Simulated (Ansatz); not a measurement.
Ansatz (a first-principles code) input (RI-MP2/def2-TZVPPD):
A basis named .json is the Basis Set Exchange file of that set.

Ansatz 0.2 input:
```yaml
crystal:
  periodic: [false, false, false]
  atoms:
    - {symbol: Pd, position_ang: [-0.00000000, -0.00000000, -0.03278078]}
    - {symbol: H, position_ang: [0.00000000, 0.00000000, 1.50791597]}
basis:
  gaussian:
    orbitals: def2-TZVPPD.json
    fitting: {mean_field: def2-universal-jkfit, correlation: def2-TZVPPD-RIFIT.json}
total_charge: 1
magnetization: {spin_polarized: false}
correlation: {method: mp2, electrons: outside_noble_gas}
```

Output:

```
Functional definition: HF
integrals: 0.01 GiB planned
273 factors; integrals over basis functions are off by at most 1.0e0 eV
215 factors; integrals over basis functions are off by at most 1.1e0 eV
mean field: 0.09 GiB planned
mean field evaluation 1: about -3450.9632 eV, gradient 8.8e1 eV
mean field evaluation 2: about -3448.3457 eV, gradient 1.1e2 eV
mean field evaluation 4: about -3463.8640 eV, gradient 4.2e0 eV
mean field evaluation 8: about -3463.9588 eV, gradient 2.2e-4 eV
mean field evaluation 16: about -3458.8758 eV, gradient 5.4e0 eV
mean field evaluation 32: about -3463.9033 eV, gradient 1.5e0 eV
mean field -3463.95876411 eV, -127.2981366254 hartree, gradient 2.3e-6 eV, S^2 0.000000; 6 other end points of the search recorded, 0 dependent functions left out; unrestricted orbitals would lower it
4 core orbitals not correlated
reference -3463.95876411 eV, -127.2981366254 hartree; 5, 5 occupied and 64, 64 virtual orbitals, 215 factors
second order -9.59759269 eV of doubles, -0.00000000 eV of singles
Total energy: -3473.55635680 eV, -127.6508416515 hartree
```

This state (charge 1, singlet) is run at the relaxed geometry of the species with charge 0 and multiplicity 2.
